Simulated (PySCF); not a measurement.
# Te⁴⁶⁺ (tellurium, charge +46): Hartree-Fock from Schrödinger to Dirac-Coulomb-Breit

Occupied: 1s1/2, 2s1/2, 2p1/2. Hartree-Fock calculated with PySCF 2.14 in an even-tempered Gaussian basis (16 s from 8.1 bohr⁻², ratio 2.7; 12 p from 9.7 bohr⁻², ratio 2.7), Gaussian nucleus throughout. NR is non-relativistic, sf-X2C the spin-free one-electron X2C Hamiltonian, X2C adds the bare one-electron spin-orbit term, X2C-SNSO screens it by Boettger's factors, DC is four-component Dirac-Coulomb, and the Gaunt and Breit terms are added at first order (total energies over the DC spinors, levels after relaxing the spinors in that mean field). QED terms are absent. Levels marked empty are virtual spinors of this ion.

| Hamiltonian | E (hartree) | E − E(DC) (hartree) | CPU seconds |
| --- | --- | --- | --- |
| X2C | -4046.9043 | 0.6583 | 0.34 |
| X2C-SNSO | -4046.2333 | 1.3292 | 0.37 |
| DC | -4047.5626 | 0.0000 | 13 |
| DC+Gaunt | -4044.2479 | 3.3147 | 35 |
| DC+Breit | -4044.4200 | 3.1425 | 78 |

```csv
level (eV),X2C,X2C-SNSO,DC,DC+Gaunt,DC+Breit
1s1/2,-36001.8,-36002.7,-36023.8,-35957.1,-35959.2
2s1/2,-8406.5,-8406.8,-8409.4,-8402.9,-8403.5
2p1/2,-8257.5,-8248.5,-8250.7,-8237.0,-8238.7
2p3/2 (empty),-7713.0,-7716.8,-7717.2,-7710.4,-7712.0
3s1/2 (empty),-3487.5,-3487.5,-3488.2,-3486.3,-3486.6
```

Weight of the small component: 1s1/2 0.0368, 2s1/2 0.00855, 2p1/2 0.00852, 2p3/2 0.00806, 3s1/2 0.00351.

Koopmans' value for the highest occupied level at DC+Breit: 8238.7 eV, against an ionisation energy of 8240 ± 4 eV (theoretical estimate listed by NIST; NIST Atomic Spectra Database, ionization energies); the former lacks relaxation, correlation, QED and recoil.

The whole ladder took 130 s of wall time on 1 thread of Intel(R) Xeon(R) Platinum 8259CL CPU @ 2.50GHz (shared host), launched as `OMP_NUM_THREADS=1 python relrun2.py TASK.json OUT` (a driver that calls PySCF for each Hamiltonian).
